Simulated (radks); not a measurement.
Results of a calculation; reference values are marked as such.
Task: The mean radii <r> (bohr) of the occupied orbitals of an atom or ion are listed with their occupations. Level of theory: scalar-relativistic Kohn-Sham, r2SCAN, spin-polarised, spherical densities, finite nucleus; meta-GGA in the generalised Kohn-Sham scheme; Fermi nuclear charge, rms radius of each element as measured or else 0.836 A^(1/3) + 0.57 fm (a radial shooting solver on a logarithmic mesh with Libxc functionals).

orbital  occ.      <r>
1s up       1  0.05410
1s down     1  0.05410
2s up       1   0.2446
2s down     1   0.2444
2p up       3   0.2153
2p down     3   0.2151
3s up       1   0.7389
3s down     1   0.7407
3p up       3   0.7776
3p down     3   0.7799
3d up       5   0.9932
3d down     3    1.003
4s up       1    2.716
4p up       1    3.692

Name the element and its charge. Open shells, if any, are filled with parallel spins first.

Result: Z = 28, nickel, charge 0: Ni in [Ar] 3d8 4s1 4p1. The 1s radius gives Z: for a bare nucleus <r> = (2 gamma + 1)/(2Z) with gamma = sqrt(1 - (Z/c)^2), 0.05282 bohr for Z = 28, and screening makes it slightly larger (0.05410 here). The occupations add up to 28, and the charge is Z minus that.
